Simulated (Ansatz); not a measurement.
```yaml
atoms:
  - { symbol: Li, position_ang: [0.0869, 0.0523, -0.4392] }
  - { symbol: H, position_ang: [0.0242, 0.0182, 1.0938] }
```

Basis set: STO-3G (spherical functions). All electrons are correlated. Charge 0, multiplicity 1.

Computed with Ansatz (development build ahead of 0.2.0); each method stands on the lowest determinant of its kind that the runs found. Restricted open shells among the atoms or ions are ROHF, correlated in semicanonical orbitals with singles.

The atomization energy at this shape (free ground-state atoms in the same class of orbitals less the molecule, no zero-point energy) of singlet LiH:

```
method  atomization energy
   RHF             2.21 eV
```

What does RHF-MP2 give?

2.54 eV.

This basis has no polarisation functions and is too small for such energies, which can lie far from measured ones in either direction.
